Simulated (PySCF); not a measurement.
# Excitation energy of Sb²⁺ by level of theory

Sb²⁺ [Kr] 4d10 5s2 5p1 (2P) → Sb²⁺ [Kr] 4d10 5s1 5p2 (4P), as a difference of total energies. Calculation: PySCF 2.14, in aug-cc-pwCVTZ-DK3 (10s9p7d4f1g, 109 functions); scalar relativity by spin-free X2C-1e. Correlated levels: valence: [Kr] 4d10 frozen; valence and next inner shell: [Ar] 3d10 frozen. The calculations carry no spin-orbit coupling.

```json
{"method": "UHF", "excitation energy (cm⁻¹)": "44934"}
{"method": "LDA", "excitation energy (cm⁻¹)": "64032"}
{"method": "PBE", "excitation energy (cm⁻¹)": "61917"}
{"method": "PBE0", "excitation energy (cm⁻¹)": "58559"}
{"method": "r2SCAN", "excitation energy (cm⁻¹)": "56271"}
{"method": "M06-L", "excitation energy (cm⁻¹)": "62535"}
{"method": "r2SCANh", "excitation energy (cm⁻¹)": "55710"}
{"method": "CAM-B3LYP", "excitation energy (cm⁻¹)": "61461"}
{"method": "MP2 (valence)", "excitation energy (cm⁻¹)": "51047"}
{"method": "SCS-MP2 (valence)", "excitation energy (cm⁻¹)": "53292"}
{"method": "MP2 (valence and next inner shell)", "excitation energy (cm⁻¹)": "58973"}
{"method": "SCS-MP2 (valence and next inner shell)", "excitation energy (cm⁻¹)": "59862"}
```

A first-order spin-orbit estimate (lowest level to lowest level, LS coupling) adds 0.054 eV.
